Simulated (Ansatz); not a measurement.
`C#C[Si](F)(F)C#C`, relaxed with RKS PBE-D4/def2-SVP in Ansatz 0.2.0 from a rough embedded geometry. The force threshold is 0.03 eV/Å; the program also tests the step.

The species carries charge 0 and has multiplicity 1.

Start:

```xyz
9

C     1.921   -1.573   -1.155
C     1.129   -0.645   -0.870
Si   -0.031    0.784   -0.452
F    -0.809    1.210   -1.714
F     0.904    2.060   -0.048
C    -1.173    0.413    0.987
C    -1.890    0.167    1.895
H     2.525   -2.340   -1.378
H    -2.575   -0.076    2.734
```

```
step  energy (eV)  largest force (eV/Å)  largest move (Å)
   1  -17466.9905                 5.685             0.000
   2  -17467.4493                 2.086             0.075
   3  -17467.5108                 0.456             0.026
   4  -17467.5152                 0.061             0.021
   5  -17467.5156                 0.004             0.009
```

End:

```xyz
9

C     1.836   -1.542   -1.100
C     1.106   -0.590   -0.841
Si    0.013    0.801   -0.434
F    -0.856    1.207   -1.744
F     0.909    2.097   -0.045
C    -1.110    0.410    0.938
C    -1.859    0.124    1.868
H     2.482   -2.380   -1.331
H    -2.521   -0.125    2.688
```

Hardware: 4 threads of an Arm Neoverse V2 on a shared host. Wall time 4.9 s, peak host memory 0.15 GiB.
